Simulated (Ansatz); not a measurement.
Isolated molecules relaxed with PBE0-D4/def2-TZVP in Ansatz; ΔE leaves out vibrations. CCSD(T)/CBS adds triple-zeta CCSD(T) − MP2 to the extrapolated MP2 energy (def2 sets, frozen cores). This one scheme is used for every species. DFT in def2-TZVPP. B3LYP here is the variant with VWN-RPA as its local correlation; programs differ in this. For Ge outer-core shells are correlated without core-valence functions, which leaves a few kJ/mol of doubt a bond. Scalar relativity is left out up to krypton.

Reaction (formal exchange of groups at the Si–C bond): `C[SiH]1[CH2][GeH2]1` + SiH₄ → `[SiH3][SiH]1[CH2][GeH2]1` + CH₄

Problem. Is it downhill or uphill in electronic energy at CCSD(T)/CBS, and by how much? (Best estimate.)

Solution. Computed: Downhill: ΔE = -18.2 kJ/mol.

Problem. What do these levels give: PBE-D4, r2SCAN-D4, PBE0-D4, ωB97M-V, PBE, PBE0, B3LYP, HF/def2-TZVPP, MP2/def2-TZVPP, CCSD/def2-TZVPP, HF/def2-QZVPP, MP2/def2-QZVPP? (An estimate is asked.)

Solution. Ansatz gave: PBE-D4 -29.3, r2SCAN-D4 -22.5, PBE0-D4 -26.1, ωB97M-V -11.7, PBE -27.7, PBE0 -24.5, B3LYP -16.7, HF/def2-TZVPP -7.0, MP2/def2-TZVPP -13.8, CCSD/def2-TZVPP -15.1, HF/def2-QZVPP -6.3, MP2/def2-QZVPP -14.2 kJ/mol.

Largest T1 diagnostic among the species: 0.013.

In def2-TZVPP, CCSD(T) changes the Hartree–Fock value by −10.3 kJ/mol (the triples alone add −2.1 kJ/mol) and MP2 by −6.8 kJ/mol. From PBE to PBE0 (25 % exact exchange), in def2-TZVPP and without D4, ΔE moves by +3.2 kJ/mol.
